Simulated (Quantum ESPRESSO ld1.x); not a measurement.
The numbers below are computed, except where a source is named.
Os45+, 31 electrons, occupied as [Ar] 3d10 4s2 4p1. Level of theory: scalar-relativistic Kohn-Sham, relativistic LDA (MacDonald-Vosko exchange, VWN5 correlation), spin-unpolarised, spherical densities, point nucleus (ld1.x of Quantum ESPRESSO 7.5).

Radial electron density D(r) = 4 pi r^2 rho(r):

r (bohr),D(r) (e/bohr)
0.001203,11.38
0.00153,16.14
0.001929,22.34
0.002452,30.73
0.003117,41.37
0.003963,54.19
0.005038,68.57
0.006405,83.07
0.008142,95.42
0.01035,102.9
0.01305,103.5
0.01659,98.29
0.02109,92.13
0.02682,93.37
0.03409,107.4
0.04334,128.2
0.05509,138.3
0.07004,125.9
0.08832,105.6
0.1123,103.3
0.1427,117.3
0.1815,108.8
0.2307,67.39
0.2932,30.94
0.3728,16.36
0.4739,7.964
0.5977,2.037
0.7598,0.1852
0.9659,0.004912

D(r) has 3 maxima, at r = 0.0119, 0.0547, 0.153 bohr, and minima at 0.0232, 0.101 bohr, inside which lie 1.90, 11.06 electrons.
